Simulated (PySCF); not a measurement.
ClGa, triplet, at a GFN2-xTB geometry (such geometries of metal compounds can be far from the true shape) (the spin is typed, not shown lowest); DF-R2SCAN/STO-3G in PySCF.

The PySCF input:
```python
from pyscf import gto, scf, dft

mol = gto.Mole()
mol.atom = '''
    Ga   -0.00000000   -0.00000000   -0.78750881
    Cl    0.00000000    0.00000000    1.43604548
'''
mol.basis = 'sto-3g'
mol.spin = 2
mol.verbose = 4
mol.build()

mf = dft.UKS(mol)
mf.xc = 'r2scan'
mf = mf.density_fit(auxbasis='def2-universal-jkfit')
mf.kernel()
```

The log (banner, timings and long lists left out):

```
PySCF version 2.14.0

[INPUT] verbose = 4
[INPUT] num. atoms = 2
[INPUT] num. electrons = 48
[INPUT] charge = 0
[INPUT] spin (= nelec alpha-beta = 2S) = 2
[INPUT] symmetry False subgroup None
[INPUT] Mole.unit = angstrom
[INPUT] Symbol           X                Y                Z      unit          X                Y                Z       unit  Magmom
[INPUT]  1 Ga     0.000000000000   0.000000000000  -0.787508810000 AA    0.000000000000   0.000000000000  -1.488175971582 Bohr   0.0
[INPUT]  2 Cl     0.000000000000   0.000000000000   1.436045480000 AA    0.000000000000   0.000000000000   2.713732659620 Bohr   0.0

nuclear repulsion = 125.419195478623
number of shells = 13
number of NR pGTOs = 81
number of NR cGTOs = 27
basis = sto-3g
ecp = {}

******** <class 'pyscf.df.df_jk.DFUKS'> ********
method = DFUKS
initial guess = minao
damping factor = 0
level_shift factor = 0
DIIS = <class 'pyscf.scf.diis.CDIIS'>
diis_start_cycle = 1
diis_space = 8
diis_damp = 0
SCF conv_tol = 1e-09
SCF conv_tol_grad = None
SCF max_cycles = 50
direct_scf = False
number electrons alpha = 25  beta = 23
XC library pyscf.dft.libxc version 7.1.2
    S. Lehtola, C. Steigemann, M. J. T. Oliveira, and M. A. L. Marques,  SoftwareX 7, 1–5 (2018)
XC functionals = r2scan
    J. W. Furness, A. D. Kaplan, J. Ning, J. P. Perdew, and J. Sun,  J. Phys. Chem. Lett. 11, 8208–8215 (2020)
    J. W. Furness, A. D. Kaplan, J. Ning, J. P. Perdew, and J. Sun,  J. Phys. Chem. Lett. 11, 9248–9248 (2020)
    J. W. Furness, A. D. Kaplan, J. Ning, J. P. Perdew, and J. Sun,  J. Phys. Chem. Lett. 11, 8208–8215 (2020)
    J. W. Furness, A. D. Kaplan, J. Ning, J. P. Perdew, and J. Sun,  J. Phys. Chem. Lett. 11, 9248–9248 (2020)
radial grids:
    Treutler-Ahlrichs [JCP 102, 346 (1995); DOI:10.1063/1.469408] (M4) radial grids

becke partition: Becke, JCP 88, 2547 (1988); DOI:10.1063/1.454033
pruning grids: <function nwchem_prune>
grids dens level: 3
symmetrized grids: False
atomic radii adjust function: <function treutler_atomic_radii_adjust>
small_rho_cutoff = 0
Set gradient conv threshold to 3.16228e-05
tot grids = 39784
init E= -2355.10747947795

cycle= 1 E= -2357.45527486598  delta_E= -2.35  |g|= 0.0831  |ddm|= 1.66
cycle= 2 E= -2357.45805610825  delta_E= -0.00278  |g|= 0.0961  |ddm|= 1.02

cycle= 3 E= -2357.47359952258  delta_E= -0.0155  |g|= 0.0242  |ddm|= 0.342

cycle= 4 E= -2357.47415822931  delta_E= -0.000559  |g|= 0.0224  |ddm|= 0.18

cycle= 5 E= -2357.47480178198  delta_E= -0.000644  |g|= 0.00603  |ddm|= 0.0911

cycle= 6 E= -2357.47488215732  delta_E= -8.04e-05  |g|= 0.00124  |ddm|= 0.0282

cycle= 7 E= -2357.47492070968  delta_E= -3.86e-05  |g|= 0.002  |ddm|= 0.0341

cycle= 8 E= -2357.47482379036  delta_E= 9.69e-05  |g|= 0.00084  |ddm|= 0.126

cycle= 9 E= -2357.47482210871  delta_E= 1.68e-06  |g|= 0.000482  |ddm|= 0.0183

cycle= 10 E= -2357.4748230534  delta_E= -9.45e-07  |g|= 0.000154  |ddm|= 0.0153

cycle= 11 E= -2357.4748235852  delta_E= -5.32e-07  |g|= 0.000117  |ddm|= 0.00639

cycle= 12 E= -2357.47482568551  delta_E= -2.1e-06  |g|= 0.000166  |ddm|= 0.019

cycle= 13 E= -2357.47483196284  delta_E= -6.28e-06  |g|= 0.00025  |ddm|= 0.0711

cycle= 14 E= -2357.47483297527  delta_E= -1.01e-06  |g|= 0.000118  |ddm|= 0.0141

cycle= 15 E= -2357.47483530383  delta_E= -2.33e-06  |g|= 6.43e-05  |ddm|= 0.0403

cycle= 16 E= -2357.47483703642  delta_E= -1.73e-06  |g|= 0.000287  |ddm|= 0.0539

cycle= 17 E= -2357.47483749493  delta_E= -4.59e-07  |g|= 0.000155  |ddm|= 0.019

cycle= 18 E= -2357.47483768857  delta_E= -1.94e-07  |g|= 0.000149  |ddm|= 0.0233

cycle= 19 E= -2357.47483763282  delta_E= 5.58e-08  |g|= 0.000265  |ddm|= 0.00624

cycle= 20 E= -2357.47483774278  delta_E= -1.1e-07  |g|= 3.49e-05  |ddm|= 0.00575

cycle= 21 E= -2357.47483774344  delta_E= -6.59e-10  |g|= 1.53e-05  |ddm|= 0.00127

Extra cycle  E= -2357.47483774101  delta_E= 2.43e-09  |g|= 4.56e-05  |ddm|= 0.000266
converged SCF energy = -2357.47483774101  <S^2> = 2.0023538  2S+1 = 3.0015688
```
